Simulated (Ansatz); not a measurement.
VCl₃⁺. Total charge 1; doublet. Geometry r2SCAN-D4/def2-SVP, that of the neutral triplet.

```xyz
4

V     0.000    0.010    0.054
Cl    0.009    0.403    2.170
Cl    0.890   -1.750   -0.830
Cl   -0.899    1.337   -1.395
```

LC-ωPBE has ω = 0.4 bohr⁻¹. B3LYP takes the VWN-RPA correlation.

Task: Estimate the α-spin orbital energies around the gap (eV) in Ansatz with PBE-D4/def2-TZVP, B3LYP-D4/def2-TZVP, PBE0-D4/def2-TZVP, CAM-B3LYP-D4/def2-TZVP, LC-ωPBE/def2-TZVP.

Result: 
| orbital | PBE-D4/def2-TZVP | B3LYP-D4/def2-TZVP | PBE0-D4/def2-TZVP | CAM-B3LYP-D4/def2-TZVP | LC-ωPBE/def2-TZVP |
| --- | --- | --- | --- | --- | --- |
| HOMO−5 | -14.73 | -15.75 | -16.03 | -17.40 | -18.89 |
| HOMO−4 | -14.64 | -15.73 | -16.03 | -17.40 | -18.88 |
| HOMO−3 | -14.54 | -15.63 | -15.93 | -17.31 | -18.79 |
| HOMO−2 | -14.41 | -15.39 | -15.64 | -17.08 | -18.58 |
| HOMO−1 | -13.87 | -15.00 | -15.48 | -16.95 | -18.31 |
| HOMO | -12.79 | -14.87 | -15.14 | -16.41 | -17.80 |
| LUMO | -11.83 | -11.27 | -11.16 | -10.08 | -9.26 |
| LUMO+1 | -11.76 | -11.23 | -11.13 | -10.06 | -9.24 |
| LUMO+2 | -10.97 | -10.63 | -10.52 | -9.56 | -8.69 |
| LUMO+3 | -10.79 | -10.46 | -10.35 | -9.40 | -8.53 |
| LUMO+4 | -5.64 | -5.24 | -5.02 | -4.21 | -3.08 |
| LUMO+5 | -5.40 | -4.83 | -4.68 | -3.62 | -2.52 |
| β HOMO | -13.94 | -15.00 | -15.31 | -16.59 | -18.01 |
| β LUMO | -11.30 | -10.63 | -10.35 | -9.35 | -8.36 |
